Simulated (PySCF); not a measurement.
CsSe⁺ from Hartree–Fock to correlated methods

State: ³Σ⁻ (triplet), unpaired electrons π ↑↑. Set-up: basis Cs def2-SVP with ECP46, Se def2-SVP; scalar-relativistic core potentials; PySCF 2.14. De refers to Cs⁺ + Se in their high-spin ground configurations, without counterpoise correction. The functionals are run spin-unrestricted. A positive dipole points towards Se; it is taken about the centre of mass and depends on that origin.

| Level | Re (Å) | ωe (cm⁻¹) | De (eV) | μ (D) | CPU s a point (SCF and correlation, without the integrals) |
| --- | --- | --- | --- | --- | --- |
| UHF | 4.037 | 50.4 | 0.244 | -6.09 | 0.17 |
| UHF-MP2 | 3.913 | 58.0 | 0.302 | n/a | 0.31 |
| UHF-SCS-MP2 | 3.934 | 56.7 | 0.292 | n/a | n/a |
| UHF-CCSD | 3.917 | 58.2 | 0.302 | n/a | n/a |
| UHF-CCSD(T) | 3.910 | 58.8 | 0.308 | n/a | 18 |
| PBE | 3.866 | 58.3 | 0.337 | -5.34 | 0.67 |
| r²SCAN | 3.899 | 56.8 | 0.285 | -5.64 | 0.8 |
| PBE0 | 3.861 | 58.3 | 0.309 | -5.49 | 1.1 |
| r²SCAN0 | 3.878 | 58.1 | 0.286 | -5.64 | 0.91 |
| B97-3 | 3.934 | 55.4 | 0.266 | -5.70 | 0.49 |
| MN15 | 3.839 | 62.1 | 0.350 | -5.47 | 0.97 |
| CAM-B3LYP | 3.873 | 58.4 | 0.309 | -5.53 | 1.1 |

Problem. Which functional lies closest to UHF-CCSD(T) in De, which farthest, and by how much do they differ from it?

Solution. Closest is PBE0 (-4.9 pm in Re, -0.9 % in ωe, +0.00 eV in De against UHF-CCSD(T) in the same basis), farthest B97-3 (+2.4 pm in Re, -5.8 % in ωe, -0.04 eV in De). CCSD(T) converges more slowly with the basis than the functionals do and binds too weakly in this one, so the order can change at the basis-set limit.

Problem. What does a quarter of exact exchange do here, going from PBE to PBE0?

Solution. PBE0 less PBE: -0.5 pm in Re, +0.0 % in ωe, -0.03 eV in De. Exact exchange removes part of the self-interaction that spreads semilocal densities, and in most molecules shortens and stiffens the bond and lowers De; so it does here.

Problem. What does a quarter of exact exchange do here, going from r²SCAN to r²SCAN0?

Solution. r²SCAN0 less r²SCAN: -2.1 pm in Re, +2.3 % in ωe, +0.00 eV in De. Exact exchange removes part of the self-interaction that spreads semilocal densities, and in most molecules shortens and stiffens the bond and lowers De; so it does here.

Correlated steps freeze 9 core orbitals. The bond is weak. Basis-set superposition, not corrected here, can be much of De in a small basis, most of all at correlated wavefunction levels. Spin–orbit coupling is left out, which matters for elements this heavy, above all for dissociation energies. For an ion De counts to the pair picked by the measured ionisation energies or electron affinities, which need not be the lowest pair at this level. The state is the lowest determinant that a PBE0 search found; another state may lie lower at other levels.

The whole job (state search and all levels along the bond) took about 3.9 min on 1 thread of Arm Neoverse V1 (shared host), peak memory 0.72 GiB.
